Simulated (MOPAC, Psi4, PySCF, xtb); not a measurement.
Conformational energy of SMILES O=C(O)c1ccccc1 (C₇H₆O₂). Scanned: dihedral O1–C2–O3–H10; all other coordinates were relaxed at GFN2-xTB. Points at φ and −φ are mirror images. Heavy atoms are numbered in the order of the SMILES O=C(O)c1ccccc1, hydrogens after them in the order of the atoms that carry them; the mirror image has the same energies with the sign of each dihedral reversed.

Levels: PM3, restricted, heats of formation // GFN2-xTB (MOPAC); RHF/STO-3G = PySCF 2.14.0 with restricted Hartree-Fock/STO-3G // GFN2-xTB; GFN1-xTB // GFN2-xTB (xtb); PBE-D3(BJ)/def2-SVP // GFN2-xTB (Psi4).

Energies relative to the lowest point of each profile, in kcal/mol; the last columns give the difference from PBE-D3(BJ):

```json
[
 {"φ / °": "-150", "PM3": "4.4", "RHF/STO-3G": "7.6", "GFN1-xTB": "9.3", "PBE-D3(BJ)/def2-SVP": "7.3", "PM3 − PBE-D3(BJ)/def2-SVP": "-3.0", "RHF/STO-3G − PBE-D3(BJ)/def2-SVP": "0.3", "GFN1-xTB − PBE-D3(BJ)/def2-SVP": "2.0"},
 {"φ / °": "-120", "PM3": "6.5", "RHF/STO-3G": "9.2", "GFN1-xTB": "11.8", "PBE-D3(BJ)/def2-SVP": "11.2", "PM3 − PBE-D3(BJ)/def2-SVP": "-4.7", "RHF/STO-3G − PBE-D3(BJ)/def2-SVP": "-1.9", "GFN1-xTB − PBE-D3(BJ)/def2-SVP": "0.7"},
 {"φ / °": "-90", "PM3": "7.2", "RHF/STO-3G": "9.7", "GFN1-xTB": "12.2", "PBE-D3(BJ)/def2-SVP": "12.9", "PM3 − PBE-D3(BJ)/def2-SVP": "-5.7", "RHF/STO-3G − PBE-D3(BJ)/def2-SVP": "-3.1", "GFN1-xTB − PBE-D3(BJ)/def2-SVP": "-0.7"},
 {"φ / °": "-60", "PM3": "5.1", "RHF/STO-3G": "7.1", "GFN1-xTB": "8.2", "PBE-D3(BJ)/def2-SVP": "8.9", "PM3 − PBE-D3(BJ)/def2-SVP": "-3.9", "RHF/STO-3G − PBE-D3(BJ)/def2-SVP": "-1.8", "GFN1-xTB − PBE-D3(BJ)/def2-SVP": "-0.8"},
 {"φ / °": "-30", "PM3": "1.7", "RHF/STO-3G": "2.4", "GFN1-xTB": "2.6", "PBE-D3(BJ)/def2-SVP": "2.9", "PM3 − PBE-D3(BJ)/def2-SVP": "-1.2", "RHF/STO-3G − PBE-D3(BJ)/def2-SVP": "-0.4", "GFN1-xTB − PBE-D3(BJ)/def2-SVP": "-0.3"},
 {"φ / °": "0", "PM3": "0.0", "RHF/STO-3G": "0.0", "GFN1-xTB": "0.0", "PBE-D3(BJ)/def2-SVP": "0.0", "PM3 − PBE-D3(BJ)/def2-SVP": "0.0", "RHF/STO-3G − PBE-D3(BJ)/def2-SVP": "0.0", "GFN1-xTB − PBE-D3(BJ)/def2-SVP": "0.0"},
 {"φ / °": "30", "PM3": "1.7", "RHF/STO-3G": "2.4", "GFN1-xTB": "2.6", "PBE-D3(BJ)/def2-SVP": "2.9", "PM3 − PBE-D3(BJ)/def2-SVP": "-1.2", "RHF/STO-3G − PBE-D3(BJ)/def2-SVP": "-0.4", "GFN1-xTB − PBE-D3(BJ)/def2-SVP": "-0.3"},
 {"φ / °": "60", "PM3": "5.1", "RHF/STO-3G": "7.1", "GFN1-xTB": "8.2", "PBE-D3(BJ)/def2-SVP": "8.9", "PM3 − PBE-D3(BJ)/def2-SVP": "-3.9", "RHF/STO-3G − PBE-D3(BJ)/def2-SVP": "-1.8", "GFN1-xTB − PBE-D3(BJ)/def2-SVP": "-0.8"},
 {"φ / °": "90", "PM3": "7.2", "RHF/STO-3G": "9.7", "GFN1-xTB": "12.2", "PBE-D3(BJ)/def2-SVP": "12.9", "PM3 − PBE-D3(BJ)/def2-SVP": "-5.7", "RHF/STO-3G − PBE-D3(BJ)/def2-SVP": "-3.1", "GFN1-xTB − PBE-D3(BJ)/def2-SVP": "-0.7"},
 {"φ / °": "120", "PM3": "6.5", "RHF/STO-3G": "9.2", "GFN1-xTB": "11.8", "PBE-D3(BJ)/def2-SVP": "11.2", "PM3 − PBE-D3(BJ)/def2-SVP": "-4.7", "RHF/STO-3G − PBE-D3(BJ)/def2-SVP": "-1.9", "GFN1-xTB − PBE-D3(BJ)/def2-SVP": "0.7"},
 {"φ / °": "150", "PM3": "4.4", "RHF/STO-3G": "7.6", "GFN1-xTB": "9.3", "PBE-D3(BJ)/def2-SVP": "7.3", "PM3 − PBE-D3(BJ)/def2-SVP": "-3.0", "RHF/STO-3G − PBE-D3(BJ)/def2-SVP": "0.3", "GFN1-xTB − PBE-D3(BJ)/def2-SVP": "2.0"},
 {"φ / °": "180", "PM3": "3.1", "RHF/STO-3G": "7.4", "GFN1-xTB": "8.3", "PBE-D3(BJ)/def2-SVP": "6.3", "PM3 − PBE-D3(BJ)/def2-SVP": "-3.2", "RHF/STO-3G − PBE-D3(BJ)/def2-SVP": "1.1", "GFN1-xTB − PBE-D3(BJ)/def2-SVP": "1.9"}
]
```

PM3 is furthest from PBE-D3(BJ)/def2-SVP at -90 (-5.7 kcal/mol, below); its mean absolute difference over the points is 3.3 kcal/mol.

RHF/STO-3G is furthest from PBE-D3(BJ)/def2-SVP at -90 (-3.1 kcal/mol, below); its mean absolute difference over the points is 1.4 kcal/mol.

GFN1-xTB is furthest from PBE-D3(BJ)/def2-SVP at -150 (2.0 kcal/mol, above); its mean absolute difference over the points is 0.9 kcal/mol.
